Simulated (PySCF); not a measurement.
A side-by-side comparison of computed properties.

First species: C7H13F.
Atom-mapped SMILES: `[CH3:1][C:2]([CH3:3])([CH3:4])[C@@H:5]1[CH2:6][C@@H:7]1[F:8]` (hydrogens: H9, H10, H11 on C1; H12, H13, H14 on C3; H15, H16, H17 on C4; H18 on C5; H19, H20 on C6; H21 on C7)

Structure used (PBE0-D3(BJ)/def2-SVP), in Å, numbered top down from 1:
```
atom  x, y, z in Å
C1    -0.4672    1.6382    0.0705
C2    -0.6119    0.1187   -0.0433
C3    -1.2963   -0.4025    1.2242
C4    -1.4633   -0.2250   -1.2699
C5     0.7269   -0.6084   -0.1828
C6     2.0610   -0.0259    0.2256
C7     1.7583   -0.2794   -1.2096
F8     1.5661    0.7944   -2.0267
H9    -1.4648    2.1032    0.1090
H10    0.0735    2.0630   -0.7855
H11    0.0624    1.9230    0.9925
H12   -1.4658   -1.4896    1.1702
H13   -2.2744    0.0835    1.3676
H14   -0.6820   -0.1999    2.1156
H15   -2.4710    0.2128   -1.1858
H16   -0.9943    0.1611   -2.1867
H17   -1.5783   -1.3153   -1.3789
H18    0.6236   -1.6865   -0.0108
H19    2.0731    1.0252    0.5232
H20    2.7947   -0.6526    0.7390
H21    2.2630   -1.0903   -1.7447
```

Second species: Sn(CN)4, C4N4Sn.
SMILES: `N#[C][Sn]([C]#N)([C]#N)[C]#N`

Levels: wB97X-D/def2-SVPD for dipole moment, HOMO energy, LUMO energy, HOMO–LUMO gap and static isotropic polarisability; TDDFT wB97X-D/def2-SVPD for lowest singlet excitation; TDA wB97X-D/def2-SVPD for lowest triplet excitation (Tamm–Dancoff); PBE0-D3(BJ)/def2-SVP for rotational constant A and rotational constant C. Geometries: PBE0-D3(BJ)/def2-SVP. Each structure is a single optimised conformer of the isolated species (atoms past krypton carry core potentials, spin–orbit coupling is left out). Electronic properties by PySCF.

Dipoles, sizes and rotational constants follow the conformer. The torsions of the flexible species, by atom-mapped SMILES:
- `[CH3:1][C:2]([CH3:3])([CH3:4])[C@@H:5]1[CH2:6][C@@H:7]1[F:8]`: C1–C2–C5–C6 21°

Q: Which has the higher HOMO energy?

A: The first: -9.78 eV against -13.21 eV, a difference of 3.43 eV.

Q: Which of the two has the higher rotational constant A, and by how much?

A: The first: 2.975 GHz against 0.955 GHz, a difference of 2.020 GHz.

Q: Which has the higher LUMO energy?

A: The first: 2.28 eV against -1.03 eV, a difference of 3.31 eV.

Q: Which of the two has the higher static isotropic polarisability, and by how much?

A: The second: 88.9 au against 82.6 au, a difference of 6.3 au.

Q: Which of the two has the higher rotational constant C, and by how much?

A: The first: 1.414 GHz against 0.946 GHz, a difference of 0.468 GHz.

Q: Which of the two has the higher T1 energy, and by how much?

A: The first: 7.57 eV against 5.79 eV, a difference of 1.78 eV.

Q: Which of the two has the higher dipole moment, and by how much?

A: The first: 1.60 D against 0.08 D, a difference of 1.52 D.

Q: Which has the higher HOMO–LUMO gap?

A: The second: 12.18 eV against 12.06 eV, a difference of 0.12 eV.

On the first: No computed singlet falls in the visible range (750 to 380 nm, 1.65 to 3.26 eV); S1 lies 4.51 eV above its blue end. The principal polarisabilities are 78.3, 80.8 and 88.8 au; their mean is the isotropic value.

On the second: No computed singlet falls in the visible range (750 to 380 nm, 1.65 to 3.26 eV); S1 lies 3.62 eV above its blue end. S1 lies 5.30 eV below the HOMO–LUMO gap. Atoms past krypton carry effective core potentials; spin–orbit coupling is left out.
